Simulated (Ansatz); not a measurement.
Energy needed to pull apart NH$_{2}$Te (SMILES N[Te]), doublet, into free ground-state atoms, from the structure below (displaced at random from a GFN2-xTB minimum); no zero-point or spin–orbit terms; open-shell atoms are treated unrestricted, in their ground-state multiplicity.

```
4
angstrom
N -0.2712 0.1122 -0.0836
Te 1.5041 -0.1163 0.8945
H -0.9738 -0.7111 0.0540
H -0.3761 0.5720 -0.8863
```

Program: Ansatz 0.2.0. Basis: def2-TZVPP. Cores are frozen in the correlated methods; orbitals are unrestricted. Filled d shells of the heavier atoms are correlated. Core potentials replace the inner electrons of the atoms past krypton. The def2 sets are not built for correlating such inner shells, so the correlated values are less sure here.

```
    method  atomization energy (kcal/mol)
    PBE-D4                          248.8
   BLYP-D4                          247.2
 r2SCAN-D4                          234.9
   PBE0-D4                          236.2
r2SCANh-D4                              ?
   wB97M-V                          237.1
        HF                              ?
       MP2                          225.9
      CCSD                          218.7
   CCSD(T)                          225.1
```

Q: What does HF give? (An estimate is asked for; the value comes from the calculation.)

A: Computed: 129.7 kcal/mol, which is about 95.5 kcal/mol less than CCSD(T)/def2-TZVPP.

Q: What does r2SCANh-D4 give? (Judge from chemistry; the value comes from the calculation.)

A: The calculation gives: 231.2 kcal/mol, which is about 6.1 kcal/mol more than CCSD(T)/def2-TZVPP.

In triple zeta the MP2 and coupled-cluster atomization energies are still short of their basis limit by a few kcal/mol a bond, whereas those of the functionals are nearly converged, so these differences are not deviations from converged CCSD(T).

T1 diagnostic: at most 0.019. ⟨S²⟩ of the unrestricted Hartree–Fock references: 0.77 (a pure state has 0.75).

For scale, one of the runs: CCSD(T)/def2-TZVPP forces, 109 basis functions (an equivalent command: `ansatz run in.yaml --threads 4`). Hardware: 4 CPU threads, shared host. Wall time 69 s; peak host memory 1.8 GiB.
